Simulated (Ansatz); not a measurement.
Two isomers of CH7BFGeN: A = `C[N]([GeH3])BF`, B = `NB(F)[CH2][GeH3]`.

Gas-phase electronic energies from Ansatz, PBE0-D4/def2-TZVP geometries. CBS: MP2 limit from def2 TZ/QZ plus the TZ coupled-cluster correction, frozen cores. DFT in def2-TZVPP. B3LYP here is the variant with VWN-RPA as its local correlation; programs differ in this. For Ge outer-core shells are correlated without core-valence functions, which leaves a few kJ/mol of doubt a bond. Scalar relativity is left out up to krypton. One conformer a species, not always the lowest.

(1) Which isomer does CCSD(T)/CBS put lower? Give the gap. (An estimate is asked.)

(2) Give E(B) − E(A) in kJ/mol with CCSD/def2-TZVPP, B3LYP, HF/def2-TZVPP, PBE-D4, r2SCAN-D4, PBE0-D4, B3LYP-D4. (Estimate.)

Largest T1 diagnostic: 0.012.

Results:

(1) Computed: B, by 73.3 kJ/mol.

(2) Computed: CCSD/def2-TZVPP -70.7, B3LYP -72.1, HF/def2-TZVPP -66.8, PBE-D4 -75.9, r2SCAN-D4 -78.3, PBE0-D4 -78.4, B3LYP-D4 -69.7. None reverses the order clearly.
